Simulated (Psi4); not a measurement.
Here is a job for Psi4.
```
memory 2 GB

molecule mol {
0 1
  Si   -0.288906    0.946481    0.771451
  H     0.382608    2.122327    0.129654
  Si    0.207329   -0.807678   -0.597427
  H     0.996315   -0.861303   -1.840963
  H    -1.091687   -1.388386   -0.989240
  H     0.854851   -1.815878    0.264216
}

set basis 6-311++g**
set reference rks

energy('pbe')
print_variables()
```

**Question.** Predict the dipole moment from PBE/6-311++G** (Psi4).

**Answer.** 0.64 D

**Question.** What total energy does PBE/6-311++G** give?

**Answer.** -581.0033 Eh

**Question.** Predict the number of basis functions from PBE/6-311++G**.

**Answer.** 88
